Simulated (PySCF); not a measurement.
Calculation: B3LYP-D3(BJ)/def2-TZVP // r2SCAN-D4/def2-SVP (PySCF). Isolated molecules, 0 K electronic values unless said otherwise. One relaxed conformer stands for a flexible species; it need not be the lowest. B3LYP has the VWN-RPA correlation part, as in Gaussian. 

Reference species: [Zn(OH)2] (neutral, multiplicity 1).

```yaml
LUMO: -1.41 eV
mean_distance_from_the_central_atom_to_its_bonded_neighbours: 1.761 Å
```

Changed species: [Zn(SH)2] (2 of 2 OH replaced by SH; the reference has 0 of 2 OH replaced by SH).

**Question.** Give the shifts of the LUMO and mean distance from the central atom to its bonded neighbours.

**Answer.** the LUMO rises by 0.13 eV, to -1.28 eV; the mean distance from the central atom to its bonded neighbours rises by 0.403 Å, to 2.164 Å.
